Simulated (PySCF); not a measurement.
## How methods differ on the ionisation energy of Mn²⁺

Mn²⁺ [Ar] 3d5 (6S) → Mn³⁺ [Ar] 3d4 (5D), as a difference of total energies. All numbers are calculated (PySCF 2.14, scalar relativity by spin-free X2C-1e, in aug-cc-pVTZ-DK). Correlated levels: valence: [Ar] frozen. The calculations carry no spin-orbit coupling.

| method | ionisation energy (eV) |
| --- | --- |
| UHF | 32.360 |
| LDA | 34.449 |
| PBE | 34.053 |
| PBE0 | 33.872 |
| r2SCAN | 33.903 |
| M06-L | 33.517 |
| HSE06 | 33.850 |
| M06-2X | 33.417 |
| B2PLYP | 33.506 |
| MP2 (valence) | 33.198 |
| SCS-MP2 (valence) | 32.640 |

Task: How much does correlation contribute at MP2 (valence)?

Result: 33.198 − (32.360) = 0.838 eV, measured against UHF.

A first-order spin-orbit estimate (lowest level to lowest level, LS coupling) adds -0.070 eV.

Errors of the correlated levels include the incompleteness of this basis and the frozen core.

For comparison: 33.668 ± 0.012 eV (measured; NIST Atomic Spectra Database, ionization energies).
